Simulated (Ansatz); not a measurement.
An input meant for Ge20H28, a nanocrystal cut from cubic germanium (charge 0, singlet).

```yaml
crystal:
  periodic: [false, false, false]
  atoms:
    - {symbol: Ge, position_ang: [-4.056204, 2.014881, -0.279564]}
    - {symbol: Ge, position_ang: [-1.413284, -3.309043, 2.860659]}
    - {symbol: Ge, position_ang: [1.748192, -3.567604, -0.360173]}
    - {symbol: Ge, position_ang: [-1.125278, 2.165777, -3.098951]}
    - {symbol: Ge, position_ang: [1.665918, -0.688812, -3.102903]}
    - {symbol: Ge, position_ang: [-1.129792, -0.711664, -0.282695]}
    - {symbol: Ge, position_ang: [-1.200086, 1.974936, 2.618143]}
    - {symbol: Ge, position_ang: [1.699033, -0.727717, 2.528334]}
    - {symbol: Ge, position_ang: [1.695575, 2.138317, -0.275051]}
    - {symbol: Ge, position_ang: [4.520167, -0.743075, -0.274816]}
    - {symbol: Ge, position_ang: [-2.617688, -1.974212, 1.202116]}
    - {symbol: Ge, position_ang: [-2.529273, 0.727832, -1.697533]}
    - {symbol: Ge, position_ang: [-2.859438, 3.309721, 1.414754]}
    - {symbol: Ge, position_ang: [0.273678, -2.138631, -1.695406]}
    - {symbol: Ge, position_ang: [0.281937, -2.014408, 4.056366]}
    - {symbol: Ge, position_ang: [3.099349, -2.166040, 1.123633]}
    - {symbol: Ge, position_ang: [0.271966, 0.742351, -4.520486]}
    - {symbol: Ge, position_ang: [0.359549, 3.567320, -1.748865]}
    - {symbol: Ge, position_ang: [3.101911, 0.688140, -1.668060]}
    - {symbol: Ge, position_ang: [0.283482, 0.711744, 1.129489]}
    - {symbol: H, position_ang: [-4.916552, 2.971091, -1.158371]}
    - {symbol: H, position_ang: [-5.026454, 1.027355, 0.432594]}
    - {symbol: H, position_ang: [-2.429160, -3.900641, 3.884203]}
    - {symbol: H, position_ang: [-0.725938, -4.502236, 2.138883]}
    - {symbol: H, position_ang: [2.697719, -4.346757, -1.321257]}
    - {symbol: H, position_ang: [0.927669, -4.613230, 0.450867]}
    - {symbol: H, position_ang: [-2.032638, 3.072953, -3.989889]}
    - {symbol: H, position_ang: [2.581717, -1.587892, -3.994968]}
    - {symbol: H, position_ang: [-1.947223, 0.945303, 3.517500]}
    - {symbol: H, position_ang: [-0.354357, 2.885367, 3.557737]}
    - {symbol: H, position_ang: [2.645062, 0.186026, 3.373419]}
    - {symbol: H, position_ang: [2.608339, 3.011162, 0.644556]}
    - {symbol: H, position_ang: [5.424338, -1.625901, -1.186890]}
    - {symbol: H, position_ang: [5.448006, 0.132886, 0.617883]}
    - {symbol: H, position_ang: [-3.558273, -2.884353, 0.357176]}
    - {symbol: H, position_ang: [-3.516077, -0.944354, 1.950103]}
    - {symbol: H, position_ang: [-3.375115, -0.185965, -2.642837]}
    - {symbol: H, position_ang: [-3.882350, 3.901122, 2.431354]}
    - {symbol: H, position_ang: [-2.138327, 4.503035, 0.726958]}
    - {symbol: H, position_ang: [-0.646600, -3.011458, -2.607511]}
    - {symbol: H, position_ang: [1.161198, -2.970633, 4.916273]}
    - {symbol: H, position_ang: [-0.429663, -1.026790, 5.026967]}
    - {symbol: H, position_ang: [3.990796, -3.073237, 2.030468]}
    - {symbol: H, position_ang: [-0.621714, -0.133749, -5.447257]}
    - {symbol: H, position_ang: [1.183408, 1.624732, -5.425711]}
    - {symbol: H, position_ang: [1.319939, 4.346705, -2.698955]}
    - {symbol: H, position_ang: [-0.451103, 4.612802, -0.927703]}
    - {symbol: H, position_ang: [3.993638, 1.586814, -2.584583]}
basis:
  gaussian: {orbitals: cc-pVTZ-DK, fitting: {mean_field: def2-universal-jkfit}}
magnetization: {spin_polarized: true, initial_magnetization: 8}
hamiltonian: {xc: {name: revPBE}, dispersion: d4}
```

```sh
$ ansatz run in.yaml --threads 11 --pin off --events-out ev --progress --plain --max-ram 174080MiB --backend cuda --devices 0, --max-vram 75GiB
```

It prints (some lines left out):

```
Functional definition: revPBE
5824 factors; integrals over basis functions are off by at most 1.1e0 eV
mean field evaluation 1: about -1142610.2316 eV, gradient 6.0e1 eV
mean field evaluation 2: about -1142583.2975 eV, gradient 7.9e1 eV
mean field evaluation 4: about -1142602.1068 eV, gradient 4.2e1 eV
mean field evaluation 8: about -1142619.5240 eV, gradient 1.3e0 eV
mean field evaluation 16: about -1142619.6014 eV, gradient 2.5e-2 eV
mean field evaluation 32: about -1142619.0752 eV, gradient 5.7e0 eV
mean field evaluation 64: about -1142619.5982 eV, gradient 5.9e-2 eV
mean field evaluation 96: about -1142619.5642 eV, gradient 1.6e-1 eV
mean field evaluation 128: about -1142619.4381 eV, gradient 2.1e-1 eV
mean field -1142619.60146893 eV, -41990.4958586003 hartree, gradient 2.6e-6 eV, S^2 20.008607; 10 other end points of the search recorded, 0 dependent functions left out
reference -1142619.60160546 eV, -41990.4958636174 hartree; 338, 330 occupied and 914, 922 virtual orbitals, 5824 factors
Total energy: -1142625.87346384 eV, -41990.7263501620 hartree
Relativity: scalar
```

(1) Something in this input is off. What?

## Answers

(1) The spin is set far too high (8 unpaired electrons typed, 0 in the singlet as meant). Self-consistency was reached. The result belongs to that input, not to the species as meant.
